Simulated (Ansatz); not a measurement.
`B[SiH2]N[SiH2]F` + `N[SiH3]` → `B[SiH2]N[SiH3]` + `N[SiH2]F`  (ligand exchange at the Si–N bond)

Computed with Ansatz on PBE0-D4/def2-TZVP structures; ΔE is electronic, products minus reactants. CCSD(T)/CBS adds triple-zeta CCSD(T) − MP2 to the extrapolated MP2 energy (def2 sets, frozen cores). This one scheme is used for every species. DFT in def2-TZVPP. HSE06 is defined as in plane-wave codes. Each species was taken in one conformer, which may not be the lowest.

```
         level  ΔE (kJ/mol)
         HSE06         -8.4
MP2/def2-QZVPP         -7.0
```

(1) What does CCSD(T)/CBS give? (Estimate.)

(2) What do rigid-rotor, harmonic-oscillator terms from PBE0-D4/def2-TZVP frequencies (298.15 K, 1 bar) make of the CCSD(T)/CBS value? (Best estimate.)

Largest T1 diagnostic among the species: 0.012.

Results:

(1) Computed: -8.2 kJ/mol. The listed levels differ from it by -0.2, 1.2 kJ/mol.

(2) Computed: ΔZPE = -3.1 kJ/mol, ΔH = -9.7 kJ/mol, ΔS = 24 J/(mol·K), ΔG = -16.9 kJ/mol. Modes under 50 cm⁻¹ make the entropy rough.

In def2-TZVPP, CCSD(T) changes the Hartree–Fock value by +20.1 kJ/mol (the triples alone add +3.4 kJ/mol) and MP2 by +21.1 kJ/mol. Leaving LDA and LC-ωPBE aside and taking each functional with its dispersion term where it has one, the values, not all of them listed here, spread over 7.9 kJ/mol, from B2PLYP to r2SCAN-D4. LDA lies +15.8 kJ/mol from PBE without D4. The D4 term adds +5.6 kJ/mol with B3LYP and +2.8 kJ/mol with PBE0; it sums over pairs of atoms, weighted by their polarisabilities, and B3LYP, whose exchange is more repulsive, gets the larger term.

B3LYP here is the variant with VWN-RPA as its local correlation; programs differ in this.
